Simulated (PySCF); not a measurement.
Molfile (atoms numbered from 1):
```
C7H13NSi
     RDKit          3D

 22 22  0  0  0  0  0  0  0  0999 V2000
    3.3646    1.8681    0.3749 C   0  0  0  0  0  0  0  0  0  0  0  0
    2.5271    0.7326    0.0227 C   0  0  0  0  0  0  0  0  0  0  0  0
    1.8322   -0.2192   -0.2757 C   0  0  0  0  0  0  0  0  0  0  0  0
    0.9914   -1.3262   -0.6314 C   0  0  2  0  0  0  0  0  0  0  0  0
   -0.0283   -1.1589   -1.8126 C   0  0  0  0  0  0  0  0  0  0  0  0
   -0.8140   -1.5122   -0.1746 Si  0  0  2  0  0  4  0  0  0  0  0  0
   -1.6470   -0.3678    0.8032 N   0  0  0  0  0  0  0  0  0  0  0  0
   -1.0394    0.8202    1.3509 C   0  0  0  0  0  0  0  0  0  0  0  0
   -3.0872   -0.3884    0.8634 C   0  0  0  0  0  0  0  0  0  0  0  0
    3.7313    2.3937   -0.5215 H   0  0  0  0  0  0  0  0  0  0  0  0
    4.2456    1.5453    0.9526 H   0  0  0  0  0  0  0  0  0  0  0  0
    2.8171    2.6008    0.9898 H   0  0  0  0  0  0  0  0  0  0  0  0
    1.5269   -2.2862   -0.6542 H   0  0  0  0  0  0  0  0  0  0  0  0
   -0.0861   -0.1324   -2.1932 H   0  0  0  0  0  0  0  0  0  0  0  0
    0.0418   -1.9006   -2.6166 H   0  0  0  0  0  0  0  0  0  0  0  0
   -1.3254   -2.8883    0.0506 H   0  0  0  0  0  0  0  0  0  0  0  0
   -1.3339    1.7360    0.8004 H   0  0  0  0  0  0  0  0  0  0  0  0
   -1.3423    0.9584    2.4057 H   0  0  0  0  0  0  0  0  0  0  0  0
    0.0564    0.7489    1.3161 H   0  0  0  0  0  0  0  0  0  0  0  0
   -3.4400   -0.2594    1.9037 H   0  0  0  0  0  0  0  0  0  0  0  0
   -3.5513    0.4126    0.2538 H   0  0  0  0  0  0  0  0  0  0  0  0
   -3.4816   -1.3510    0.5007 H   0  0  0  0  0  0  0  0  0  0  0  0
  1  2  1  0
  2  3  3  0
  3  4  1  0
  4  5  1  0
  5  6  1  0
  6  7  1  0
  7  8  1  0
  7  9  1  0
  6  4  1  0
  1 10  1  0
  1 11  1  0
  1 12  1  0
  4 13  1  6
  5 14  1  0
  5 15  1  0
  6 16  1  6
  8 17  1  0
  8 18  1  0
  8 19  1  0
  9 20  1  0
  9 21  1  0
  9 22  1  0
M  END
```

Geometry: PBE0-D3(BJ)/def2-SVP; GIAO shifts from PySCF, gas phase, non-relativistic, averaged over equivalent atoms.

At PBE0/pcSseg-1 (225 basis functions, 110 s wall time on 1 thread of an Arm Neoverse N1, shared host):
```csv
atoms,δ (ppm)
C3,87.3
C2,78.7
C8/C9,39.1
C5,7.4
C1,5.2
C4,-0.9
Si6,-79.2
N7,7.2
H16,4.16
H17/H18/H19/H20/H21/H22,2.56
H10/H11/H12,1.89
H13,1.28
H15,0.55
H14,0.53
```

Scale: 13C (184.41 ppm), 29Si (351.99 ppm), 1H (31.27 ppm) vs TMS; NH3 for 15N (265.67 ppm) (reference shieldings calculated alike).

Predict the values at wB97X-D/pcSseg-1 on the same geometry.

## Answers


```tsv
atoms	δ at wB97X-D/pcSseg-1	change
C3	88.1	+0.8
C2	78.9	+0.2
C8/C9	39.0	-0.1
C5	7.2	-0.2
C1	4.9	-0.3
C4	-2.7	-1.8
Si6	-78.9	+0.3
N7	2.2	-5.0
H16	4.10	-0.06
H17/H18/H19/H20/H21/H22	2.55	-0.01
H10/H11/H12	1.81	-0.08
H13	1.11	-0.17
H15	0.51	-0.04
H14	0.50	-0.03
```

Chemical shifts δ = σref − σ; 13C (184.54 ppm), 29Si (352.93 ppm), 1H (31.38 ppm) against TMS; NH3 for 15N (263.98 ppm), all at this level.

The largest change is at N7 (nitrogen bonded to 2 C, Si). Cost: 225 basis functions, 110 s wall time on 1 thread of an Arm Neoverse N1, shared host. The order of the carbon signals is the same at both levels.

Experimental scales use liquid or dissolved standards, which lie at an offset from isolated NH3 (liquid NH3: subtract about 20 ppm).
